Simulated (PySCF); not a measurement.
Isomers of C4H10OSi3, mass 158.004 u with the commonest isotopes. Computed with PBE0/pcSseg-1 in PySCF (dipole) on a GFN2-xTB geometry, gas phase. One conformer each, none proved a minimum here; rigid rotors.

Task: Order these by radius of gyration √(Σ m r²/M), smallest first.
A. `[CH:1]#[C:2][SiH2:3][C:4]([SiH3:5])([SiH3:6])[CH:7]=[O:8]` with C2–Si3–C4–Si5 63°, Si3–C4–C7–O8 0°
B. `[SiH3:1][SiH:2]([SiH3:3])[c:4]1[cH:5][cH:6][cH:7][o:8]1` with Si1–Si2–C4–C5 -116°
C. `[CH3:1][Si@@H:2]1[CH:3]=[C:4]([CH:5]=[O:6])[Si@@H:7]1[SiH3:8]` with C3–C4–C5–O6 -157°

Result: A (2.189 Å), C (2.316 Å), B (2.381 Å).

Task: Order these by out-of-plane moment Σ m c² = (Ia + Ib − Ic)/2, smallest first.
A. `[SiH3:1][SiH:2]([SiH3:3])[c:4]1[cH:5][cH:6][cH:7][o:8]1` with Si1–Si2–C4–C5 -116°
B. `[CH3:1][Si@@H:2]1[CH:3]=[C:4]([CH:5]=[O:6])[Si@@H:7]1[SiH3:8]` with C3–C4–C5–O6 -157°
C. `[CH:1]#[C:2][SiH2:3][C:4]([SiH3:5])([SiH3:6])[CH:7]=[O:8]` with C2–Si3–C4–Si5 63°, Si3–C4–C7–O8 0°

Result: B (60.18 u·Å²), A (77.53 u·Å²), C (165.34 u·Å²).

Task: Order these by rotational constant A, largest first.
A. `[CH:1]#[C:2][SiH2:3][C:4]([SiH3:5])([SiH3:6])[CH:7]=[O:8]` with C2–Si3–C4–Si5 63°, Si3–C4–C7–O8 0°
B. `[CH3:1][Si@@H:2]1[CH:3]=[C:4]([CH:5]=[O:6])[Si@@H:7]1[SiH3:8]` with C3–C4–C5–O6 -157°
C. `[SiH3:1][SiH:2]([SiH3:3])[c:4]1[cH:5][cH:6][cH:7][o:8]1` with Si1–Si2–C4–C5 -116°

Result: C (1509 MHz), B (1394 MHz), A (1320 MHz).

```csv
SMILES,point group,Ia (u·Å²),Ib (u·Å²),Ic (u·Å²),κ,μa (D),μb (D),μc (D)
C#C[SiH2]C([SiH3])([SiH3])C=O,–,382.76,539.82,591.89,-0.65,0.24,2.65,0.02
[SiH3][SiH]([SiH3])c1ccco1,Cs,334.95,638.51,818.41,-0.61,1.03,0.00,0.42
C[Si@@H]1C=C(C=O)[Si@@H]1[SiH3],C1,362.43,545.43,787.50,-0.24,3.15,0.20,0.12
```
